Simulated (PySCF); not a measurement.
Correlation energy of Ti (titanium, neutral)

[Ar] 3d4, high-spin 5D determinant (an excited configuration). Computed with PySCF 2.14 in x2c-QZVPPall, with scalar relativity by spin-free X2C-1e. Frozen: [Ar]; 4 electrons correlated.

```json
{"level": "CCSD", "correlation energy (mhartree)": "-71.32"}
{"level": "(T)", "correlation energy (mhartree)": "-4.38"}
{"level": "CCSD(T)", "correlation energy (mhartree)": "-75.70"}
```

Diagnostics: T1 = 0.039, D1 = 0.0615, largest double amplitude 0.058.

T1 exceeds 0.03, a sign that the reference determinant is poor.

Cost of the coupled-cluster step: roughly 15 core-seconds, for 4 correlated electrons.
